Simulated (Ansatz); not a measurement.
The cluster Li2Cl2. Total charge 0; singlet. Geometry relaxed at r2SCAN-D4/def2-TZVP.

```xyz
4

Li    0.722   -1.061   -0.193
Li   -0.722    1.061    0.193
Cl   -1.316   -1.011    0.630
Cl    1.316    1.011   -0.630
```

The structure comes from a short search, and lower isomers may exist.

(1) Estimate the harmonic wavenumbers at RKS r2SCAN-D4/def2-TZVP (Ansatz, unscaled). Is this a minimum?

## Answers

(1) 182, 211, 386, 447, 467, 529 cm⁻¹. Yes, no mode is imaginary beyond noise. Zero-point energy 13.3 kJ/mol. Run time 19 s (4 threads of Arm Neoverse V1 on a shared host).
